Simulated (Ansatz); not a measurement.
All values below come from frozen-core CCSD(T)/cc-pVTZ // B3LYP-D3(BJ)/def2-TZVP run with Ansatz (a first-principles code). The geometry is that of the parent before the electron was removed.

Ansatz 0.2 input:
```yaml
crystal:
  periodic: [false, false, false]
  atoms:
    - { symbol: C, position_ang: [1.502894, -0.617128, 0.617688] }
    - { symbol: C, position_ang: [0.445265, -0.200673, 0.237359] }
    - { symbol: C, position_ang: [-0.84695, 0.288231, -0.213399] }
    - { symbol: F, position_ang: [-0.708379, 1.431204, -1.000843] }
    - { symbol: H, position_ang: [2.442677, -0.982929, 0.95267] }
    - { symbol: H, position_ang: [-1.356459, -0.467697, -0.815494] }
    - { symbol: H, position_ang: [-1.479046, 0.548993, 0.638659] }
basis:
  gaussian: { orbitals: cc-pVTZ }
correlation:
  method: ccsd_t
total_charge: 1
magnetization:
  spin_polarized: true
  initial_magnetization: 1
```

Output:

```
Functional definition: HF
943 factors; integrals over basis functions are off by at most 8.6e-4 eV
mean field evaluation 1: about -5830.4620 eV, gradient 3.3e1 eV
mean field evaluation 2: about -5830.4675 eV, gradient 3.3e1 eV
mean field evaluation 4: about -5834.9142 eV, gradient 3.4e0 eV
mean field evaluation 8: about -5835.1010 eV, gradient 3.3e-1 eV
mean field evaluation 16: about -5834.9078 eV, gradient 3.4e0 eV
mean field evaluation 32: about -5834.8890 eV, gradient 6.3e-1 eV
mean field evaluation 64: about -5834.8714 eV, gradient 1.5e-6 eV
mean field evaluation 96: about -5834.8694 eV, gradient 3.5e-1 eV
mean field evaluation 128: about -5830.4115 eV, gradient 1.7e1 eV
mean field -5835.10390260 eV, -214.4361132450 hartree, gradient 7.5e-6 eV, S^2 0.757589; 8 other end points of the search recorded, 0 dependent functions left out
determinant -5835.10390260 eV, -214.4361132450 hartree, with singles and doubles -5853.95086191 eV, -215.1287262247 hartree
determinant -5834.87135211 eV, -214.4275671721 hartree, with singles and doubles -5853.64210751 eV, -215.1173797100 hartree
determinant -5835.10390260 eV, -214.4361132450 hartree, with singles and doubles -5853.82719437 eV, -215.1241815264 hartree
determinant -5834.87135211 eV, -214.4275671721 hartree, with singles and doubles -5853.50852760 eV, -215.1124707387 hartree
4 core orbitals not correlated
reference -5835.10390260 eV, -214.4361132450 hartree; 11, 10 occupied and 147, 148 virtual orbitals, 943 factors
second order -17.89106681 eV of doubles, -0.00000000 eV of singles
cycle   1  -18.72329033 eV  change    1.4e-6 eV  update   2.7e-6
perturbative correction -0.73493194 eV, -0.0270082505 hartree
Total energy: -5854.56212487 eV, -215.1511897242 hartree
```

Cost: very roughly 7 core-minutes.
